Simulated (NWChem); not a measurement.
System meant: WO₂ClF; SMILES [O]=[W](=[O])([F])[Cl]

Here is an NWChem input.

```
start job
memory heap 200 mb stack 900 mb global 1100 mb
geometry units angstroms noautoz
  W     -0.022627    -0.155654     0.000000
  O      0.841567    -0.696595    -1.349740
  O      0.841567    -0.696595     1.349740
  F     -1.711209    -0.931580     0.000000
  Cl    -0.006997     2.113517     0.000000
end
basis spherical
  * library def2-svp
end
ecp
  W library def2-ecp
end
dft
  xc pbe0
  iterations 4
  mulliken
end
task dft energy
```

End of the output:

```
    Atom       Charge   Shell Charges
 -----------   ------   -------------------------------------------------------
    1 W   14    13.79   0.00  0.04  1.08  0.79  0.36  0.14  4.95  1.28  0.44  3.13  1.18  0.40
    2 O    8     8.09   1.98  0.98  0.70  2.61  1.81  0.02
    3 O    8     8.09   1.98  0.98  0.70  2.61  1.81  0.02
    4 F    9     9.14   1.98  1.03  0.77  3.20  2.16  0.01
    5 Cl  17    16.89   2.00  1.96  1.03  0.75  5.82  2.27  3.04  0.02

 center of mass
 --------------
 x =  -0.00485573 y =  -0.04319368 z =   0.00000000

 moments of inertia (a.u.)
 ------------------
         900.128160861825          -0.000000000000           0.000000000000
          -0.000000000000         482.372198017998           0.000000000000
           0.000000000000           0.000000000000         966.264300099807

     Multipole analysis of the density
     ---------------------------------

     L   x y z        total         alpha         beta         nuclear
     -   - - -        -----         -----         ----         -------
     0   0 0 0     -0.000000    -28.000000    -28.000000     56.000000

     1   1 0 0     -0.427434      1.465594      1.465594     -3.358622
     1   0 1 0      0.254867    -10.969279    -10.969279     22.193425
     1   0 0 1     -0.000000     -0.000000     -0.000000      0.000000

     2   2 0 0    -40.153568    -86.297777    -86.297777    132.441987
     2   1 1 0      0.071173      0.483675      0.483675     -0.896177
     2   1 0 1      0.000000      0.000000      0.000000      0.000000
     2   0 2 0    -39.242978   -182.579682   -182.579682    325.916386
     2   0 1 1      0.000000      0.000000      0.000000      0.000000
     2   0 0 2    -40.165716    -72.128922    -72.128922    104.092129

 ------------------------------------------------------------------------
 dft energy failed                                                                                  0
 ------------------------------------------------------------------------
 ------------------------------------------------------------------------
  current input line :
    21: task dft energy
 ------------------------------------------------------------------------
 ------------------------------------------------------------------------
 This type of error is most commonly associated with calculations not reaching convergence criteria
 ------------------------------------------------------------------------
 For more information see the NWChem manual at https://nwchemgit.github.io

0:dft energy failed:Received an Error in Communication
```

Question: Find the fault in this run and fix the input.

Answer: The run did not converge; its last values are not results. Cause: the SCF was allowed too few iterations. This input runs:
```
start job
memory heap 200 mb stack 900 mb global 1100 mb
geometry units angstroms noautoz
  W     -0.022627    -0.155654     0.000000
  O      0.841567    -0.696595    -1.349740
  O      0.841567    -0.696595     1.349740
  F     -1.711209    -0.931580     0.000000
  Cl    -0.006997     2.113517     0.000000
end
basis spherical
  * library def2-svp
end
ecp
  W library def2-ecp
end
dft
  xc pbe0
  iterations 150
  mulliken
end
task dft energy
```
It converges to -777.03465 Ha (PBE0/def2-SVP with def2 effective core potentials on W).
